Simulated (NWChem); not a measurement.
System: AlGeH₅O₂; SMILES [OH][Al]([OH])[GeH3]

The following NWChem deck was run.

```
start job
memory heap 200 mb stack 900 mb global 1100 mb
geometry units angstroms noautoz
  Al     0.004808    -1.078478    -0.002716
  Ge    -0.006163     1.371894     0.000133
  H      0.901670     1.956312    -1.117294
  H     -1.431068     1.950203    -0.212442
  H      0.523049     1.947340     1.343910
  O      1.533796    -1.864036    -0.023549
  H      1.688400    -2.820993    -0.020460
  O     -1.508982    -1.893066     0.023652
  H     -1.640868    -2.853484     0.032918
end
basis spherical
  Al library aug-pcseg-1
  Ge library aug-pcseg-1
  H library aug-pcseg-1
  O library aug-pcseg-1
end
dft
  xc hfexch
  iterations 150
  mulliken
end
task dft energy
```

Geometry: optimised at PBE-D3(BJ)/def2-SVP.

Problem. Predict the main results of this run. (Hartree-Fock/aug-pcseg-1.) Quantities: basis functions; energy (Ha); highest occupied level (eV); orbital gap (eV); dipole (D).

Solution. 
```yaml
number_of_basis_functions: 154
energy (Ha): -2469.72
highest occupied level (eV): -10.67
orbital gap (eV): 11.07
dipole (D): 2.72
```
